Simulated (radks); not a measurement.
Question: Dipole-allowed excitations along the series with 3 electrons in [He] 2s1. Calculated with a radial shooting solver on a logarithmic mesh with Libxc functionals: scalar-relativistic Kohn-Sham, LDA (Slater exchange, Perdew-Wang correlation), spin-polarised, spherical densities, finite nucleus; open shells are filled with parallel spins first; Fermi nuclear charge, rms radius of each element as measured or else 0.836 A^(1/3) + 0.57 fm. Time-dependent linear response with the Hartree and adiabatic LDA kernel, continuum included through the Sternheimer equations, no spin-orbit coupling, so fine structure and intercombination lines are absent. Lines are the poles of the dipole polarisability below minus the highest occupied eigenvalue, found on a grid refined at the orbital gaps; the lowest seven at most are given, and weak or close lines can be missed. The first line takes the name of the lowest orbital gap if no other gap lies below it; otherwise a line is named after a gap within 0.6 % of it, if that gap stands alone.

| species | -e(HOMO) (eV) | lowest orbital gap (eV) | first line (eV) | f | strongest line (eV) | its f | static alpha (bohr^3) |
|---|---|---|---|---|---|---|---|
| Fe23+ | 2005.6 | 2s-2p 59.293 | 62.916 (2s-2p) | 0.0651 | 1160.9 (2s-3p) | 0.373 | 0.01249 |
| Ni25+ | 2355.9 | 2s-2p 67.810 | 71.777 (2s-2p) | 0.0635 | 1361.3 (2s-3p) | 0.375 | 0.009350 |

Estimate the first line of Co24+, its oscillator strength and the static polarisability.

Answer: 67.207 eV (2s-2p), f = 0.0642, alpha = 0.01079 bohr^3.
